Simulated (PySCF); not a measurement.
Species: C₇H₁₃FO₂.
Geometry (PBE0-D3(BJ)/def2-SVP, Å), atoms numbered from 1 in this order:
```xyz
23
C7H13FO2 angstrom
C     -2.7640    1.0335    0.5642
O     -1.8947   -0.0621    0.4791
C     -1.2555   -0.1896   -0.7531
C     -0.4632   -1.4860   -0.7294
C      0.7177   -1.3797    0.2259
C      1.5455   -0.1395   -0.1007
C      2.6735    0.0482    0.8869
F      3.4061    1.1713    0.5830
C      0.6369    1.0831   -0.1441
O     -0.4403    0.9139   -1.0389
H     -2.2404    1.9891    0.3935
H     -3.5841    0.9560   -0.1754
H     -3.1983    1.0342    1.5731
H     -2.0030   -0.1948   -1.5702
H     -1.1364   -2.3077   -0.4435
H     -0.1090   -1.6837   -1.7537
H      1.3385   -2.2893    0.1776
H      0.3356   -1.3020    1.2584
H      1.9875   -0.2633   -1.1065
H      3.3495   -0.8247    0.8763
H      2.2758    0.1621    1.9120
H      1.1921    1.9658   -0.4883
H      0.2612    1.2933    0.8770
```

Computed with PySCF at PBE0/pcSseg-1, non-relativistic, on one gas-phase PBE0-D3(BJ)/def2-SVP geometry that isn't relaxed in the solvent. The solvent is an IEF-PCM continuum (cavity from Bondi-type radii × 1.2). Only the electrostatic response of the medium enters.

| medium | total energy (Eh) | HOMO (eV) | LUMO (eV) | dipole (D) |
| --- | --- | --- | --- | --- |
| gas phase | -524.210127 | -7.628 | 1.401 | 1.836 |
| acetonitrile (ε = 35.69) | -524.218874 | -7.612 | 1.636 | 2.257 |

Problem. What is E(solvent) − E(gas) in acetonitrile, in kcal/mol?

Solution. -524.218874 − (-524.210127) = -0.008747 Eh = -5.49 kcal/mol.

Problem. Scale it by Onsager's factor (ε − 1)/(2ε + 1) to cyclohexane (ε = 2.017), and compare with the calculation.

Solution. The factor goes from 0.479 to 0.202, a ratio of 0.421, which gives -2.31 kcal/mol. The calculation gives -2.21 kcal/mol (total energy -524.213651 Eh), so the scaled value is 4.6 % too large in size.

Problem. Scale the changes of the other columns the same way. What are the values in cyclohexane?

Solution. 
| quantity | scaled | computed | difference |
| --- | --- | --- | --- |
| HOMO (eV) | -7.621 | -7.601 | -0.020 |
| LUMO (eV) | 1.500 | 1.516 | -0.016 |
| dipole (D) | 2.014 | 2.000 | +0.014 |

Problem. How does each lowering split into the polarisation term (half the interaction with the induced surface charges) and the distortion of the solute's density?

Solution. acetonitrile: -6.09 + 0.60 kcal/mol, the distortion taking back 10 % of the polarisation term; cyclohexane: -2.30 + 0.09 kcal/mol, the distortion taking back 4 % of the polarisation term.
